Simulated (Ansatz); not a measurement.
Relaxation of CH6O3SSn (12 atoms, charge 0, multiplicity 1), to a largest force component of 0.015 eV/Å in at most 40 steps.

All numbers below come from RHF/def2-SVP (Ansatz 0.2.0).

```xyz
12
Properties=species:S:1:pos:R:3:forces:R:3
O 1.252 -2.190 1.009 -2.68 0.63 -1.28
Sn 0.118 -0.586 1.559 -0.05 -0.10 1.75
O -0.975 0.085 -0.009 3.84 -0.32 -0.41
C 0.009 0.565 -0.995 -5.85 0.15 -0.96
O -0.722 0.529 -2.244 1.88 -1.27 1.71
S 0.424 2.286 -0.627 0.80 -0.10 0.58
H 0.635 -2.650 0.394 1.63 0.33 1.12
H 1.220 0.702 2.129 -0.61 -1.03 -0.47
H -0.963 -1.045 2.886 0.49 0.14 -0.93
H 0.857 -0.069 -1.048 1.02 -0.63 -0.02
H -0.890 -0.419 -2.425 0.17 1.81 0.34
H 1.073 2.016 0.569 -0.64 0.39 -1.42
```

Problem. Where does it end, and by what steps?

Solution. It converged. After 31 steps the energy has fallen by 1.578 eV; O3 moved furthest, 1.76 Å.

```csv
step,energy less start (eV),largest force component (eV/Å),accepted
0,0.0000,5.850,yes
2,-1.1630,0.727,yes
4,-1.2515,0.500,no
6,-1.3091,0.225,yes
8,-1.3308,0.374,yes
10,-1.3520,0.173,yes
12,-1.3563,0.559,yes
14,-1.3917,0.205,yes
16,-1.4305,0.504,yes
18,-1.5084,0.318,yes
20,-1.5299,0.207,yes
22,-1.5626,0.221,yes
24,-1.5687,0.251,yes
26,-1.5743,0.152,yes
28,-1.5772,0.055,yes
30,-1.5776,0.036,yes
31,-1.5777,0.013,yes
```

```xyz
12
Properties=species:S:1:pos:R:3
O 0.435 -2.626 1.529
Sn 0.199 -0.682 1.513
O 0.714 -0.254 -0.368
C 0.095 0.672 -1.132
O -1.214 0.340 -1.407
S -0.038 2.307 -0.290
H 1.193 -2.989 1.097
H 1.366 0.050 2.506
H -1.433 -0.414 1.849
H 0.668 0.808 -2.049
H -1.224 -0.483 -1.875
H 1.278 2.495 -0.174
```

Whether the end is a true minimum wasn't checked by a vibrational analysis.

Time of the run: 55 s on 2 threads of AMD EPYC 9R45 96-Core Processor (Zen 5), on a shared host, peak memory 0.35 GiB.
